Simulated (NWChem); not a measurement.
**Atomisation of FGaI2**

```xyz
4

Ga     0.0000     0.0000    -0.7083
F      0.0000     0.0000    -2.4610
I     -2.2147     0.0000     0.4161
I      2.2147     0.0000     0.4161
```
Charge 0, spin multiplicity 1.

Everything below was run with NWChem. The geometry was optimised at B3LYP/def2-SVP with def2 effective core potentials on I, a minimum by its harmonic frequencies.

Basis set: def2-TZVP. The atomisation energy is electronic alone: no zero-point, thermal, spin-orbit or counterpoise terms. No value is extrapolated to the basis-set limit. Free atoms are single determinants with multiplicities Ga 2, F 2, I 2.

Effective core potentials replace the inner electrons of I; spin-orbit coupling is left out. B3LYP has NWChem's definition, with VWN1-RPA local correlation. The structure started from a generated list of species. No SCF solution was tested for a lower state. Open-shell Hartree-Fock references start from PBE0 orbitals.

Q: For the atomisation energy, HF gives 168.2 kcal/mol and PBE gives 245.0 kcal/mol. What do B3LYP, PBE0, BHandHLYP give?

A: B3LYP: 228.0 kcal/mol; PBE0: 238.2 kcal/mol; BHandHLYP: 219.9 kcal/mol.
